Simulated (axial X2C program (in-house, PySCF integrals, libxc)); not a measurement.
MoC⁺ along the bond: PBE0, with spin–orbit coupling

Calculated with an in-house all-electron X2C program for linear molecules (integrals from PySCF). Two-component (2c) means X2C with spin–orbit coupling and atomic mean-field two-electron Coulomb and Gaunt terms. Basis: Mo dyall-cv3z [11s12p9d5f3g], C dyall-v3z [7s6p2d1f] (cores contracted in-house); Gaussian nuclei, density fitting, unrestricted open shells. Masses: Mo 97.905 u, C 12.000 u.

State: Ω = 3/2 (⟨Sz⟩ = -0.50, ⟨Lz⟩ = 2.00 at PBE0). Dipoles are positive if C is the positive end and refer to the centre of mass.

| R (Å) | μ (D) | HOMO (eV) | LUMO (eV) |
| --- | --- | --- | --- |
| 1.409 | -3.561 | -13.87 | -10.37 |
| 1.474 | -3.641 | -13.90 | -10.39 |
| 1.523 | -3.680 | -13.91 | -10.41 |
| 1.571 | -3.701 | -13.78 | -10.43 |
| 1.620 | -3.703 | -13.66 | -10.45 |
| 1.677 | -3.682 | -13.52 | -10.48 |
| 1.733 | -3.636 | -13.36 | -10.51 |
| 1.806 | -3.535 | -13.19 | -10.56 |
| 1.895 | -3.372 | -13.07 | -10.66 |
| 2.025 | -3.203 | -12.99 | -10.81 |

Task: The minimum lies at 1.619 Å. What is the dipole moment there?

Result: At PBE0, 2c, with the sign and origin stated: μ = -3.70 D.

Occupations by symmetry block were frozen at the best pattern of an incomplete PBE0 search. Density functionals use the spin component along the axis (collinear). PBE0 can misorder states that lie within some tenths of an eV, so this need not be the ground state of the molecule. The nearest other 2c determinant of the search, Ω = 5/2, lies 0.16 eV up at the distance of the search. The functionals have no current-density term, which raises determinants with orbital currents, atoms included. The determinant is spin-polarised beyond a pure state at some levels (its spin-free form has ⟨S²⟩ too high), which makes Re and μ there less reliable.
